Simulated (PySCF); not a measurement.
## Atomic charges by several schemes

Compound: C6H10FNSi2.
SMILES with atom numbers: `[N:1]#[C:2][C@@H:3]1[CH2:4][CH2:5][SiH2:6]/[C:7]1=[CH:8]\[SiH2:9][F:10]` (hydrogens: H11 on C3; H12, H13 on C4; H14, H15 on C5; H16, H17 on Si6; H18 on C8; H19, H20 on Si9)

Structure used (GFN2-xTB), in Å, numbered top down from 1:
```
atom  x, y, z in Å
N1    -2.1854    0.5818    2.3635
C2    -1.6535    0.8202    1.3793
C3    -0.9585    1.0984    0.1459
C4    -1.7968    0.6317   -1.0541
C5    -1.7563   -0.8949   -1.1032
Si6    0.0552   -1.3440   -0.7078
C7     0.3371    0.3057    0.1822
C8     1.4251    0.7693    0.7947
Si9    3.0718   -0.1049    0.9581
F10    3.0181   -1.4777    0.1107
H11   -0.7713    2.1786    0.1061
H12   -2.8195    1.0094   -0.9786
H13   -1.3496    1.0436   -1.9620
H14   -2.1140   -1.2559   -2.0652
H15   -2.4259   -1.2992   -0.3429
H16    0.8669   -1.4290   -1.9230
H17    0.1821   -2.5067    0.1651
H18    1.3730    1.7496    1.2639
H19    4.1493    0.6581    0.3390
H20    3.3467   -0.5234    2.3254
```

Density: PBE0/pcSseg-1 (PySCF); schemes: Mulliken, IAO, Hirshfeld and ESP-fitted. The structure is a single GFN2-xTB conformer in the gas phase; no vibrational or solvent corrections.

Question: What partial charge does each atom carry?

Answer: In e:

```
atom                      environment  Mulliken     IAO  Hirshfeld  ESP-fitted
  N1                 nitrile nitrogen    -0.247  -0.252     -0.231      -0.493
  C2                   nitrile carbon    +0.167  +0.138     +0.085      +0.442
  C3     sp3 carbon next to a nitrile    -0.296  -0.149     -0.007      -0.289
  C4                  ring CH2 carbon    -0.135  -0.242     -0.059      -0.036
  C5      sp3 carbon bound to silicon    -0.529  -0.548     -0.162      -0.369
 Si6                     SiH2 silicon    +0.714  +0.730     +0.332      +0.391
  C7  fully substituted alkene carbon    -0.425  -0.220     -0.068      +0.129
  C8                 alkene CH carbon    -0.307  -0.446     -0.143      -0.523
 Si9           fluorine-bound silicon    +0.974  +1.094     +0.435      +0.710
 F10           silicon-bound fluorine    -0.436  -0.536     -0.186      -0.317
 H11                 methine hydrogen    +0.162  +0.175     +0.064      +0.147
 H12               methylene hydrogen    +0.139  +0.151     +0.048      +0.072
 H13               methylene hydrogen    +0.137  +0.141     +0.046      +0.077
 H14               methylene hydrogen    +0.147  +0.154     +0.043      +0.110
 H15               methylene hydrogen    +0.163  +0.154     +0.040      +0.127
 H16                    Si–H hydrogen    -0.054  -0.108     -0.072      -0.079
 H17                    Si–H hydrogen    -0.054  -0.102     -0.066      -0.072
 H18                 vinylic hydrogen    +0.117  +0.149     +0.045      +0.201
 H19                    Si–H hydrogen    -0.123  -0.143     -0.073      -0.119
 H20                    Si–H hydrogen    -0.113  -0.140     -0.070      -0.108
```

Mean size of the charges over all atoms: IAO 0.289 e, Mulliken 0.272 e, ESP-fitted 0.241 e, Hirshfeld 0.114 e. Each set sums to the total charge, 0, to within 0.001 e. The ESP scheme is a least-squares fit of atom-centred charges to the potential on four shells outside the van der Waals surface, with the total charge fixed. The Mulliken scheme counts on each atom the diagonal of the density matrix times the overlap matrix over that atom's basis functions.

Lowest charge. The schemes don't all agree: Mulliken C5 (-0.529); IAO C5 (-0.548); Hirshfeld N1 (-0.231); ESP-fitted C8 (-0.523).

Highest charge. All schemes agree: Mulliken Si9 (+0.974); IAO Si9 (+1.094); Hirshfeld Si9 (+0.435); ESP-fitted Si9 (+0.710).

Question: How closely do the schemes follow one another over all atoms?

Answer: Correlation coefficient and root-mean-square difference: Mulliken with IAO 0.98, 0.080 e; IAO with Hirshfeld 0.97, 0.236 e; Mulliken with Hirshfeld 0.94, 0.218 e; Hirshfeld with ESP-fitted 0.89, 0.180 e; IAO with ESP-fitted 0.88, 0.187 e; Mulliken with ESP-fitted 0.84, 0.191 e.

Question: Sum the charges by element, for elements with more than one atom.

Answer: 
```
element  atoms  Mulliken     IAO  Hirshfeld  ESP-fitted
      C      6    -1.525  -1.467     -0.354      -0.647
     Si      2    +1.688  +1.824     +0.766      +1.101
      H     10    +0.521  +0.431     +0.005      +0.355
```
